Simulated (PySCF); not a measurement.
(3R)-1-fluoro-3-methylcyclobutene (C₅H₇F), SMILES C[C@H]1C=C(F)C1.

Coordinates come from a r2SCAN-D4/def2-SVP optimisation.

Two levels are set side by side: PBE/def2-TZVP (PySCF) and ωB97X/def2-TZVP (PySCF). Same geometry, gas phase. Differences are taken from unrounded values.

```csv
quantity,ωB97X
orbital gap (eV),12.12
highest occupied level (eV),-9.39
lowest empty level (eV),2.73
dipole moment (D),1.60
mean polarisability (bohr³),57.1
```

Problem. What does PBE give, and how far is it from ωB97X? (Estimate from the structure and the level; the computed values follow.)

Solution. 
```json
[
 {"quantity": "orbital gap (eV)", "PBE": "5.39", "PBE minus ωB97X": "-6.73"},
 {"quantity": "highest occupied level (eV)", "PBE": "-5.87", "PBE minus ωB97X": "3.52"},
 {"quantity": "lowest empty level (eV)", "PBE": "-0.48", "PBE minus ωB97X": "-3.21"},
 {"quantity": "dipole moment (D)", "PBE": "1.44", "PBE minus ωB97X": "-0.16"},
 {"quantity": "mean polarisability (bohr³)", "PBE": "59.5", "PBE minus ωB97X": "2.4"}
]
```

PBE's occupied levels lie high since its potential decays too fast outside the molecule; exact exchange lowers them and widens the gap. PBE's more diffuse valence density responds more strongly to a field. Differences between two approximate levels are no errors against the true value.

Rough cost on one machine, each run with all the roots and properties that it gave: ωB97X against PBE within a factor of 2.
